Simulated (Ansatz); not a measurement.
A nudged elastic band was laid between two geometries of CH5FGeOSi (10 atoms, charge 0, multiplicity 1).

These are results of Ansatz 0.2.0, RKS PBE-D4/def2-SVP, not measurements.

```yaml
movable_images: 3
climbing_image: yes
spring: 5.0 eV/Å²
optimiser: quadratic models (default)
start_path: through a guess of the saddle point
force_threshold: 0.05 eV/Å
iteration_limit: 60
end_points: relaxed
```

First end point:

```xyz
10
Properties=species:S:1:pos:R:3
F -1.917 -0.498 0.790
C -0.655 0.065 1.064
O 0.334 -0.915 1.061
Ge 0.923 -0.971 -0.721
Si -0.171 1.146 -0.495
H -0.723 0.526 2.077
H 2.467 -1.138 -0.690
H 0.284 -2.167 -1.480
H -1.256 1.640 -1.411
H 0.797 2.260 -0.192
```

Last end point:

```xyz
10
Properties=species:S:1:pos:R:3
F -1.910 -0.576 0.315
C -0.664 -0.118 0.712
O 0.279 -1.195 0.549
Ge 0.963 -0.919 -1.623
Si 0.047 1.157 -0.599
H -0.738 0.135 1.795
H 2.419 -0.559 -1.026
H -0.087 -2.033 0.909
H -1.134 1.902 -1.166
H 0.909 2.155 0.137
```

Q: What changes between the two ends?

A: Bonds broken: Ge4–H8. Bonds formed: O3–H8.

Q: What energy profile does the band end with?

A: The run converged. The highest image is number 2 of 0 to 4, 2.03 eV above the first end and 1.37 eV above the last; the last end lies 0.67 eV above the first. Neighbouring images differ by up to 1.7 eV, so the band resolves the path poorly. Another band between the same ends (9 images) ends at a top of the same energy, where a vibrational analysis finds 1 clearly imaginary mode. So few images can step over the top or miss a turn of the path. The orbitals stay closed-shell, which can raise the energy where a bond breaks towards radicals; this wasn't checked here.

```tsv
image	path coordinate (Å)	energy (eV)	Ge4–H8 (Å)	O3–H8 (Å)
0	0.00	0.00	1.55	2.83
1	0.90	0.38	1.53	2.37
2	1.79	2.03	1.63	1.45
3	2.58	0.91	2.36	0.99
4	3.37	0.67	2.96	0.98
```

Q: What is the geometry of the highest image?

A: 
```xyz
10
Properties=species:S:1:pos:R:3
F -1.947 -0.610 0.571
C -0.708 -0.052 0.907
O 0.289 -1.045 0.939
Ge 0.983 -0.957 -1.150
Si -0.096 1.113 -0.537
H -0.808 0.364 1.938
H 2.549 -0.858 -1.069
H 0.060 -1.914 -0.199
H -1.128 1.791 -1.396
H 0.890 2.117 -0.003
```

Run time: 2.4 min on 2 threads of Intel(R) Xeon(R) Platinum 8259CL CPU @ 2.50GHz (Skylake/Cascade Lake) (shared host), peak memory 0.19 GiB.
